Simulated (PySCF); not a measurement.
Li⁻ (lithium, charge -1): wB97M-V calculation

Configuration: [He] 2s2, closed-shell 1S. Computed with PySCF 2.14 in aug-cc-pVDZ (4s3p2d, 23 functions), with no relativity, point nucleus.

```json
{"Total energy": "-7.4888 hartree", "One-electron energy": "-10.2157 hartree", "Hartree (Coulomb) energy": "4.6192 hartree", "Exchange-correlation energy": "-1.8923 hartree", "Kinetic energy": "7.44794 hartree", "⟨S²⟩": "0.0000", "⟨L²⟩": "0.000", "Sum of ⟨r⟩": "12.44 bohr", "Sum of ⟨r²⟩": "85.22 bohr²", "Density at the nucleus (Gaussians lack the cusp)": "13.2 bohr⁻³", "Langevin diamagnetic susceptibility": "-67.5 ×10⁻⁶ cm³/mol", "Time after the integrals": "1.2 s of wall time on 1 thread of Neoverse-N1 (shared host)"}
```

```
shell  electrons  mean orbital energy (eV)  rms radius, mean of both spins (bohr)
   1s          2                   -53.928                                  0.675
   2s          2                    -0.532                                   6.49
```
